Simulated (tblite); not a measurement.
Species: C8H9O (doublet state).
Numbering: `[CH3:1][O:2][CH2:3][c:4]1[cH:5][cH:6][c:7][cH:8][cH:9]1` (hydrogens: H10, H11, H12 on C1; H13, H14 on C3; H15 on C5; H16 on C6; H17 on C8; H18 on C9)

Computed geometry: GFN2-xTB, gas phase. This method treats the open shell by occupation alone, without spin polarisation.

Problem. What internal coordinates does the optimisation give?

Solution. 
| bond | length (pm) | order |
| --- | --- | --- |
| C1–O2 | 140.5 | single |
| O2–C3 | 141.0 | single |
| C3–C4 | 151.3 | single |
| C4–C5, C4–C9 | 138.8 | aromatic |
| C5–C6, C8–C9 | 139.3 | aromatic |
| C6–C7, C7–C8 | 136.3 | aromatic |
| C1–H10 | 109.7 | single |
| C1–H11, C1–H12 | 109.2 | single |
| C3–H13, C3–H14 | 109.8 | single |
| C5–H15, C9–H18 | 108.1 | single |
| C6–H16, C8–H17 | 107.9 | single |

Bonds in one row agree within 1 pm and their mean is given. Orders are formal, as drawn. A selection of angles:
| angle | degrees |
| --- | --- |
| O2–C1–H10 | 111.0 |
| O2–C1–H12 | 106.6 |
| H10–C1–H11 | 108.7 |
| C1–O2–C3 | 113.3 |
| O2–C3–C4 | 113.3 |
| O2–C3–H13 | 110.2 |
| O2–C3–H14 | 105.0 |
| C4–C3–H13 | 109.8 |
| H13–C3–H14 | 108.6 |
| C3–C4–C5 | 120.9 |
| C3–C4–C9 | 119.1 |
| C5–C4–C9 | 120.0 |
| C4–C5–C6 | 120.2 |
| C4–C5–H15 | 120.3 |
| C6–C5–H15 | 119.5 |
| C5–C6–C7 | 117.4 |
| C5–C6–H16 | 120.3 |
| C7–C6–H16 | 122.3 |
| C6–C7–C8 | 124.8 |

Dihedral angles: C1–O2–C3–C4 68° (synclinal); O2–C3–C4–C5 -132° (anticlinal). The mirror-image conformer, all signs reversed, is as good.

The 6-membered ring C4–C5–C6–C7–C8–C9 has internal angles of 117.3° to 124.8°; it is planar, 0.00 Å rms from its mean plane, widest ring torsion 1°. The C–C distances run from 1.363 Å (C6–C7, aromatic) to 1.513 Å (C3–C4, drawn single), a spread of 0.150 Å. C5 (carbon bonded to 2 C and H) is planar (angles 120.3°, 120.2° and 119.5°, sum 360.0°, 0.00 Å off the plane of its three neighbours). Of the pairs four or more bonds apart, C4···H11 is among the closest relative to their van der Waals radii: 2.66 Å, 92 % of the sum of Bondi's values. C6 (carbon bonded to 2 C and H) is planar (angles 122.3°, 120.3° and 117.4°, sum 360.0°, 0.00 Å off the plane of its three neighbours). C4 (carbon bonded to 3 C) is planar (angles 120.9°, 120.0° and 119.1°, sum 360.0°, 0.01 Å off the plane of its three neighbours).

Point group: C1 (no symmetry element, even within 0.4 Å). Its GFN2-xTB frequencies are all real (lowest 26 cm⁻¹).
